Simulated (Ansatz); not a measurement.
Born–Oppenheimer molecular dynamics of C2H5BF2OSi (12 atoms, charge 0, multiplicity 1). It starts from a relaxed structure.

These are results of Ansatz, RKS PBE-D4/STO-3G, not measurements.

```yaml
ensemble: NVT, Langevin thermostat
time_step: 0.5 fs
steps_asked: 199
set_temperature: 300 K
friction: 0.02 /fs
seed: 203990
```

Frames 5 fs apart, positions in Å.

Velocities at 0.0 fs (Å/ps):

```
F -2.79 -3.59 0.58
C -2.44 9.87 -0.23
F 1.41 2.02 3.97
B 0.28 0.29 -8.01
Si 0.44 -3.44 -2.29
C 1.36 -6.61 0.72
O 0.19 7.12 -0.42
H -10.65 14.03 14.12
H 21.34 6.61 15.72
H 13.13 -8.56 11.52
H -4.08 -28.32 -6.78
H 0.68 -13.45 30.26
```

```xyz
12
Properties=species:S:1:pos:R:3 time_fs=0.0 energy_less_start_eV=0.000 T=275
F -0.455 -2.659 -0.790
C -0.249 -1.381 -0.367
F 1.190 -1.527 0.713
B -0.109 -0.853 1.132
Si -0.040 1.095 0.802
C 0.111 0.883 -1.102
O 0.091 -0.595 -1.482
H -0.676 -1.369 2.027
H -1.245 1.870 1.071
H 1.108 1.877 1.246
H 1.067 1.262 -1.529
H -0.717 1.345 -1.687
12
Properties=species:S:1:pos:R:3 time_fs=5.0 energy_less_start_eV=0.254 T=137
F -0.473 -2.673 -0.790
C -0.260 -1.340 -0.373
F 1.194 -1.515 0.730
B -0.102 -0.850 1.098
Si -0.041 1.078 0.791
C 0.123 0.855 -1.095
O 0.094 -0.563 -1.490
H -0.686 -1.331 2.027
H -1.156 1.931 1.145
H 1.127 1.812 1.323
H 1.067 1.176 -1.571
H -0.755 1.328 -1.588
12
Properties=species:S:1:pos:R:3 time_fs=10.0 energy_less_start_eV=0.249 T=147
F -0.482 -2.660 -0.783
C -0.272 -1.346 -0.397
F 1.198 -1.509 0.753
B -0.089 -0.850 1.101
Si -0.042 1.060 0.783
C 0.122 0.863 -1.091
O 0.102 -0.555 -1.494
H -0.699 -1.297 1.989
H -1.167 1.987 1.141
H 1.104 1.714 1.341
H 1.032 1.265 -1.608
H -0.770 1.317 -1.569
12
Properties=species:S:1:pos:R:3 time_fs=15.0 energy_less_start_eV=0.198 T=163
F -0.488 -2.637 -0.774
C -0.277 -1.370 -0.409
F 1.196 -1.505 0.776
B -0.084 -0.852 1.119
Si -0.045 1.048 0.790
C 0.106 0.907 -1.090
O 0.108 -0.572 -1.491
H -0.748 -1.321 2.010
H -1.126 1.900 1.068
H 1.164 1.702 1.321
H 0.991 1.336 -1.594
H -0.770 1.337 -1.647
12
Properties=species:S:1:pos:R:3 time_fs=20.0 energy_less_start_eV=0.248 T=188
F -0.499 -2.620 -0.770
C -0.274 -1.367 -0.411
F 1.197 -1.498 0.806
B -0.099 -0.869 1.134
Si -0.035 1.046 0.810
C 0.077 0.952 -1.092
O 0.119 -0.594 -1.489
H -0.753 -1.388 1.950
H -1.257 1.883 1.063
H 1.191 1.671 1.231
H 1.018 1.375 -1.532
H -0.768 1.359 -1.688
12
Properties=species:S:1:pos:R:3 time_fs=25.0 energy_less_start_eV=0.289 T=226
F -0.504 -2.626 -0.787
C -0.275 -1.325 -0.390
F 1.203 -1.497 0.842
B -0.130 -0.875 1.135
Si -0.034 1.048 0.834
C 0.037 0.967 -1.099
O 0.137 -0.596 -1.496
H -0.843 -1.433 1.921
H -1.273 1.802 1.093
H 1.239 1.731 1.183
H 0.992 1.371 -1.491
H -0.823 1.331 -1.719
12
Properties=species:S:1:pos:R:3 time_fs=30.0 energy_less_start_eV=0.317 T=226
F -0.503 -2.636 -0.792
C -0.273 -1.300 -0.390
F 1.202 -1.507 0.875
B -0.161 -0.884 1.128
Si -0.038 1.057 0.855
C 0.008 0.944 -1.098
O 0.153 -0.574 -1.502
H -0.848 -1.441 1.885
H -1.226 1.747 1.222
H 1.150 1.841 1.182
H 0.946 1.357 -1.503
H -0.830 1.314 -1.711
12
Properties=species:S:1:pos:R:3 time_fs=35.0 energy_less_start_eV=0.327 T=327
F -0.501 -2.620 -0.791
C -0.276 -1.323 -0.424
F 1.198 -1.532 0.909
B -0.166 -0.902 1.106
Si -0.043 1.061 0.868
C -0.014 0.905 -1.089
O 0.149 -0.552 -1.497
H -0.831 -1.462 1.930
H -1.251 1.820 1.389
H 1.026 1.935 1.246
H 0.900 1.363 -1.551
H -0.911 1.316 -1.664
12
Properties=species:S:1:pos:R:3 time_fs=40.0 energy_less_start_eV=0.493 T=334
F -0.500 -2.597 -0.784
C -0.273 -1.361 -0.460
F 1.187 -1.564 0.950
B -0.147 -0.932 1.081
Si -0.062 1.068 0.876
C -0.040 0.887 -1.080
O 0.151 -0.531 -1.480
H -0.827 -1.424 1.902
H -1.157 1.841 1.395
H 1.014 1.974 1.348
H 0.789 1.460 -1.561
H -0.958 1.234 -1.564
12
Properties=species:S:1:pos:R:3 time_fs=45.0 energy_less_start_eV=0.388 T=411
F -0.499 -2.598 -0.791
C -0.272 -1.351 -0.459
F 1.177 -1.590 0.990
B -0.105 -0.959 1.066
Si -0.076 1.077 0.882
C -0.059 0.904 -1.062
O 0.169 -0.525 -1.487
H -0.903 -1.381 1.828
H -1.230 1.868 1.281
H 1.058 1.865 1.349
H 0.673 1.569 -1.594
H -1.095 1.146 -1.498
12
Properties=species:S:1:pos:R:3 time_fs=50.0 energy_less_start_eV=0.469 T=376
F -0.493 -2.618 -0.814
C -0.284 -1.303 -0.437
F 1.173 -1.609 1.031
B -0.088 -0.962 1.064
Si -0.095 1.071 0.892
C -0.095 0.941 -1.035
O 0.192 -0.529 -1.496
H -0.956 -1.414 1.783
H -1.343 1.875 1.148
H 1.180 1.766 1.280
H 0.584 1.599 -1.649
H -1.111 1.065 -1.418
12
Properties=species:S:1:pos:R:3 time_fs=55.0 energy_less_start_eV=0.605 T=260
F -0.491 -2.627 -0.833
C -0.308 -1.296 -0.441
F 1.181 -1.634 1.073
B -0.113 -0.942 1.099
Si -0.107 1.059 0.897
C -0.128 0.961 -1.010
O 0.210 -0.526 -1.487
H -0.936 -1.445 1.726
H -1.290 1.814 0.992
H 1.160 1.714 1.181
H 0.512 1.568 -1.664
H -1.206 1.069 -1.372
```

Of the whole run (100 fs, mean temperature of the second half 321 K): A run of 0.1 ps of so small a system gives no equilibrium averages. Limits of this set-up: minimal basis.

Run time: 5.2 min on 1 CPU thread of a shared host.
